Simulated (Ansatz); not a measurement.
Geometry optimisation, RKS PBE/def2-SVP in Ansatz 0.2.0.

input.yaml

```yaml
crystal:
  periodic: [false, false, false]
  atoms:
    - { symbol: Ge, position_ang: [0.0, 0.0, 0.0] }
    - { symbol: Cl, position_ang: [0.0, 0.0, 2.22] }
    - { symbol: C, position_ang: [1.8483, 0.0, -0.6527] }
    - { symbol: H, position_ang: [2.196, -1.0463, -0.7809] }
    - { symbol: H, position_ang: [1.8968, 0.5276, -1.6281] }
    - { symbol: H, position_ang: [2.5002, 0.5187, 0.0808] }
    - { symbol: Cl, position_ang: [-1.0456, 1.8115, -0.7393] }
    - { symbol: Cl, position_ang: [-1.0456, -1.8115, -0.7393] }
basis:
  gaussian: { orbitals: def2-SVP }
hamiltonian:
  xc: pbe
relax:
  f_tol: 0.02
  max_steps: 40
```

Command:

```bash
$ ansatz run input.yaml --threads 4 --pin off --max-ram 5120MiB --backend cpu --events-out ev --progress --plain --runs-dir out
```

Problem. Where does it end, and by what steps?

Solution. The forces met the threshold. The force dipped under the threshold on the way, but the program's further checks kept it going. After 12 steps the energy has fallen by 0.088 eV; H6 moved furthest, 0.43 Å.

| step | energy less start (eV) | largest force component (eV/Å) | accepted |
| --- | --- | --- | --- |
| 0 | 0.0000 | 0.769 | yes |
| 1 | -0.0757 | 0.122 | yes |
| 2 | -0.0785 | 0.020 | yes |
| 3 | -0.0787 | 0.246 | yes |
| 4 | -0.0814 | 0.219 | yes |
| 5 | -0.0813 | 0.288 | no |
| 6 | -0.0840 | 0.060 | yes |
| 7 | -0.0853 | 0.146 | yes |
| 8 | -0.0863 | 0.084 | yes |
| 9 | -0.0875 | 0.005 | yes |
| 10 | -0.0878 | 0.013 | yes |
| 11 | -0.0879 | 0.032 | yes |
| 12 | -0.0880 | 0.015 | yes |

```xyz
8
Properties=species:S:1:pos:R:3
Ge 0.026 0.000 -0.009
Cl -0.040 -0.221 2.146
C 1.860 0.000 -0.657
H 2.335 -0.962 -0.386
H 1.851 0.123 -1.757
H 2.406 0.839 -0.185
Cl -0.980 1.851 -0.516
Cl -1.108 -1.631 -0.875
```

Whether the end is a true minimum wasn't checked by a vibrational analysis.

The run took 18 s on 4 threads of Arm Neoverse V1, with other jobs on the host, peak memory 0.18 GiB.
